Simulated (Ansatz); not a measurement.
One geometry of the cluster Ca₃Te₂, several levels of theory.

```yaml
crystal:
  periodic: [false, false, false]
  atoms:
    - {symbol: Ca, position_ang: [-0.089088, -1.696950, -1.293652]}
    - {symbol: Ca, position_ang: [1.562147, 1.391135, 0.430496]}
    - {symbol: Ca, position_ang: [-1.680716, 0.348940, 0.984840]}
    - {symbol: Te, position_ang: [-0.583749, 1.253460, -1.686012]}
    - {symbol: Te, position_ang: [0.791406, -1.296584, 1.564318]}
basis:
  gaussian: {orbitals: def2-SVP, initial_orbitals: start.molden}
magnetization: {spin_polarized: true, initial_magnetization: 2}
correlation: {method: ccsd_t}
scf: {omitted_lower_state_checks: [starts, cluster_reference]}
output: {orbitals: {seedname: orbitals}}
```

The file start.molden holds the orbitals of an earlier run on this structure, at another level or in another basis.

```sh
$ ansatz run in.yaml --threads 2 --pin off --events-out ev --progress --plain --max-ram 32768MiB --backend cuda --devices 0, --max-vram 18GiB
```

Output, abridged:

```
Functional definition: HF
1488 factors; integrals over basis functions are off by at most 1.6e-4 eV
mean field evaluation 1: about -69774.2659 eV, gradient 2.3e1 eV
mean field evaluation 2: about -69775.6017 eV, gradient 1.9e0 eV
mean field evaluation 4: about -69776.3028 eV, gradient 1.5e0 eV
mean field evaluation 8: about -69776.3507 eV, gradient 1.8e-3 eV
mean field -69776.35073851 eV, -2564.2335935309 hartree, gradient 4.1e-6 eV, S^2 2.006536; 0 other end points of the search recorded, 0 dependent functions left out
23 core orbitals not correlated: weight in the atoms' cores, before any rotation towards them, 1.000 or more for the frozen orbitals, at most 0.000 for the correlated occupied ones
reference -69776.35073851 eV, -2564.2335935309 hartree; 32, 30 occupied and 69, 71 virtual orbitals, 1488 factors
second order -16.26969681 eV of doubles, -0.00000000 eV of singles
cycle   1  -16.87904215 eV  change   -6.1e-1 eV  update   1.2e-1
cycle   2  -17.20649674 eV  change   -3.3e-1 eV  update   4.3e-2
cycle   3  -17.30362517 eV  change   -9.7e-2 eV  update   3.0e-2
cycle   4  -17.29324233 eV  change    1.0e-2 eV  update   1.4e-2
cycle   5  -17.28610216 eV  change    7.1e-3 eV  update   7.3e-3
cycle   6  -17.28881268 eV  change   -2.7e-3 eV  update   4.0e-3
cycle   7  -17.29024451 eV  change   -1.4e-3 eV  update   2.2e-3
cycle   8  -17.29030738 eV  change   -6.3e-5 eV  update   1.0e-3
cycle   9  -17.29024030 eV  change    6.7e-5 eV  update   4.5e-4
cycle  10  -17.29003094 eV  change    2.1e-4 eV  update   2.2e-4
cycle  11  -17.29011341 eV  change   -8.2e-5 eV  update   1.0e-4
cycle  12  -17.29012963 eV  change   -1.6e-5 eV  update   4.5e-5
perturbative correction -0.48072173 eV, -0.0176661976 hartree
Total energy: -69794.12158987 eV, -2564.8866602728 hartree
Checks for a lower state left out: starts, cluster_reference
```

Run time 10 s (2 threads of AMD EPYC 7R13 on a shared host and a share (18 GiB) of an NVIDIA H100 80GB HBM3), peak host memory 0.8 GiB.

First input, but with `gaussian: {orbitals: def2-TZVP, initial_orbitals: start.molden}`, `hamiltonian: {xc: r2scan, dispersion: d4}`, `scf: {omitted_lower_state_checks: [starts]}` and without the key `correlation` (abridged; 28 s, on the CPU threads alone):

```
Functional definition: r2SCAN
mean field -69909.47351878 eV, -2569.1257654721 hartree, gradient 1.0e-5 eV, S^2 2.004636
Total energy: -69909.52624338 eV, -2569.1277030654 hartree
Checks for a lower state left out: starts
```

As the first input, with `gaussian: {orbitals: def2-TZVP, initial_orbitals: start.molden}`, `correlation: {method: mp2}`, `scf: {omitted_lower_state_checks: [starts]}` (abridged; 23 s, on the CPU threads alone):

```
Functional definition: HF
mean field -69783.79434202 eV, -2564.5071409144 hartree, gradient 2.8e-6 eV, S^2 2.005969
23 core orbitals not correlated: weight in the atoms' cores, before any rotation towards them, 1.000 or more for the frozen orbitals, at most 0.000 for the correlated occupied ones
second order -41.39744717 eV of doubles, -0.00000000 eV of singles
Total energy: -69825.19178919 eV, -2566.0284690378 hartree
Checks for a lower state left out: starts
```

The first input with `gaussian: {orbitals: def2-TZVP, initial_orbitals: start.molden}`, `hamiltonian: {xc: {name: PBE-QIDH}}`, `scf: {omitted_lower_state_checks: [starts]}` and without the key `correlation`, `output` (abridged; 35 s, on the CPU threads alone):

```
Functional definition: PBE-QIDH
mean field -69860.24133037 eV, -2567.3165159188 hartree, gradient 2.0e-6 eV, S^2 2.004414
23 core orbitals not correlated: weight in the atoms' cores, before any rotation towards them, 1.000 or more for the frozen orbitals, at most 0.000 for the correlated occupied ones
second order -46.10412016 eV of doubles, -0.00000000 eV of singles
Total energy: -69875.60938483 eV, -2567.8812815035 hartree
Checks for a lower state left out: starts
```

As the first input, with `gaussian: {orbitals: def2-TZVP, initial_orbitals: start.molden}`, `hamiltonian: {xc: pbe0, dispersion: d4}`, `scf: {omitted_lower_state_checks: [starts]}` and without the key `correlation` (abridged; 21 s, on the CPU threads alone):

```
Functional definition: PBE0
mean field -69892.76807176 eV, -2568.5118516174 hartree, gradient 1.5e-5 eV, S^2 2.003155
Total energy: -69893.03511361 eV, -2568.5216652244 hartree
Checks for a lower state left out: starts
```

First input, but with `gaussian: {orbitals: def2-TZVP, initial_orbitals: start.molden}`, `hamiltonian: {xc: pbe, dispersion: d4}`, `scf: {omitted_lower_state_checks: [starts]}` and without the key `correlation` (abridged; 11 s, on the CPU threads alone):

```
Functional definition: PBE
mean field -69888.06967439 eV, -2568.3391886989 hartree, gradient 1.5e-5 eV, S^2 2.002711
Total energy: -69888.37680228 eV, -2568.3504754407 hartree
Checks for a lower state left out: starts
```

The first input with `gaussian: {orbitals: def2-TZVP, initial_orbitals: start.molden}`, `hamiltonian: {xc: {name: CAM-B3LYP}, dispersion: d4}`, `scf: {omitted_lower_state_checks: [starts]}` and without the key `correlation` (abridged; 25 s, on the CPU threads alone):

```
Functional definition: CAM-B3LYP
mean field -69908.05220126 eV, -2569.0735330167 hartree, gradient 3.9e-6 eV, S^2 2.003041
Total energy: -69908.34691783 eV, -2569.0843636506 hartree
Checks for a lower state left out: starts
```

Geometry: PBE-D4/def2-SVP.

In the def2 sets Te takes a core potential; there is no spin–orbit coupling. Correlated methods freeze 23 core orbitals; core or outer-core shells of Ca, Te are correlated, in sets that lack core-valence functions. At PBE0-D4/def2-TZVP a broken-symmetry singlet of charge 0 lies 0.28 eV below the triplet, each at its own geometry. The structure comes from a short search, and lower isomers may exist.
